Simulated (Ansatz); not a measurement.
Cs₈Cl₈ (started as a model of: 1x4x4 CsCl rock-salt block), 16 atoms. Hardware: 4 threads of Arm Neoverse V2 on a shared host.

In the def2 sets Cs takes a core potential; there is no spin–orbit coupling. Correlated methods freeze 40 core orbitals; core or outer-core shells of Cs are correlated, in sets that lack core-valence functions.

How many basis functions does each of these Ansatz runs have, and roughly what does it cost? PBE-D4/def2-SVP, charge 1 doublet, energy, from earlier orbitals; r2SCAN-D4/def2-SVP, charge 0 singlet, energy and forces, from earlier orbitals; PBE-D4/def2-SVP, charge 1 doublet at the geometry of the charge 0 singlet, energy; MP2/def2-SVP, charge 0 singlet, energy, from earlier orbitals; RPA@PBE/def2-SVP, charge 0 singlet, energy, from earlier orbitals; PBE-D4/def2-SVP, charge 0 singlet, energy and forces, from earlier orbitals; PBE-D4/def2-SVP, charge 1 doublet, relaxation, 6 steps; PBE-D4/def2-SVP, charge -1 doublet at the geometry of the charge 0 singlet, energy; PBE0-D4/def2-SVP, charge 0 singlet, energy, from earlier orbitals; PBE-D4/def2-SVP, charge 0 singlet, relaxation, 12 steps; PBE-D4/def2-SVP, charge 0 triplet at the geometry of the charge 0 singlet, energy.

Other jobs shared the machine, so times can vary by a factor of up to 3.

```tsv
run	functions	fitting or Cholesky vectors	wall time	peak host memory (GiB)
PBE-D4/def2-SVP, charge 0 singlet, energy and forces, from earlier orbitals	336	3592	27 s	1.3
MP2/def2-SVP, charge 0 singlet, energy, from earlier orbitals	336	3092	31 s	2
PBE0-D4/def2-SVP, charge 0 singlet, energy, from earlier orbitals	336	3092	36 s	2.2
RPA@PBE/def2-SVP, charge 0 singlet, energy, from earlier orbitals	336	3092	60 s	1.8
PBE-D4/def2-SVP, charge -1 doublet at the geometry of the charge 0 singlet, energy	336	3592	63 s	1.6
r2SCAN-D4/def2-SVP, charge 0 singlet, energy and forces, from earlier orbitals	336	3592	68 s	1.5
PBE-D4/def2-SVP, charge 0 singlet, relaxation, 12 steps	336	3592	3 min	1.2
PBE-D4/def2-SVP, charge 1 doublet, energy, from earlier orbitals	336	3592	3.4 min	3
PBE-D4/def2-SVP, charge 0 triplet at the geometry of the charge 0 singlet, energy	336	3592	5.1 min	3
PBE-D4/def2-SVP, charge 1 doublet at the geometry of the charge 0 singlet, energy	336	3592	5.5 min	3
PBE-D4/def2-SVP, charge 1 doublet, relaxation, 6 steps	336	3592	6.2 min	1.5
```
